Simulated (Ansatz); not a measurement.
[ICl4]- (ICl4⁻). The state is a singlet with charge -1. Geometry PBE-D4/def2-SVPD; atoms count from 1.

```csv
atom,x (Å),y (Å),z (Å)
I1,0.000,0.000,0.000
Cl2,-2.102,-0.538,-1.384
Cl3,0.651,1.821,-1.697
Cl4,2.102,0.538,1.384
Cl5,-0.651,-1.821,1.698
```

In the def2 sets I takes a core potential; there is no spin–orbit coupling.

Question: Estimate the Mulliken populations from the PBE0/def2-TZVPD orbitals of Ansatz.

Answer: 
```tsv
atom	charge (e)
I1	1.01
Cl2	-0.50
Cl3	-0.50
Cl4	-0.50
Cl5	-0.50
```
Mulliken values depend strongly on the basis. With diffuse functions, as here, like atoms can get unlike values, and bond orders can come out too low or too high.

Question: And the Mayer bond orders between heavy atoms (over 0.3)?

Answer: I1–Cl2 0.59 (2.57 Å); I1–Cl3 0.59 (2.57 Å); I1–Cl4 0.59 (2.57 Å); I1–Cl5 0.59 (2.57 Å).
